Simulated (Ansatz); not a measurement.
Gas-phase reaction in SMILES: CC[SiH3] [ethylsilane] + 2 [H][H] (H2) → 2 C (CH4) + [SiH4] (SiH4)
Geometries: B3LYP-D3(BJ)/def2-TZVP minima from Ansatz (a first-principles code).
Geometry of the first species:
SMILES: C([SiH3])C
```xyz
11

C     -1.6917     0.4200     0.0435
C     -0.5724    -0.5409    -0.3764
Si     1.1433     0.0254     0.1477
H     -2.6708     0.0585    -0.2775
H     -1.7251     0.5412     1.1284
H     -1.5481     1.4115    -0.3913
H     -0.7490    -1.5347     0.0460
H     -0.5732    -0.6705    -1.4630
H      1.4545     1.3480    -0.4505
H      1.2128     0.1596     1.6246
H      2.1783    -0.9447    -0.2874
```
Charge 0, spin multiplicity 1.

Property: energy of full hydrogenation (electronic energy difference), in kcal/mol. Correlated levels leave the core frozen unless marked. No spin-orbit coupling. Non-relativistic. Basis-set limits of correlation are two-point, X^-3; Hartree-Fock from the larger set.

CCSD(T)/CBS(cc-pV(T+d)Z,cc-pV(Q+d)Z) (Ansatz) gives -25.5 kcal/mol.

Problem. Another calculation gave -26.3 kcal/mol. Which level was it?
A) r2SCANh/def2-TZVPD (Ansatz)
B) SVWN5/def2-TZVPD (Ansatz)
C) BLYP/def2-TZVPD (Ansatz)

Solution. A, r2SCANh/def2-TZVPD (Ansatz). The others give -29.7 (BLYP), -23.7 (SVWN5) kcal/mol.
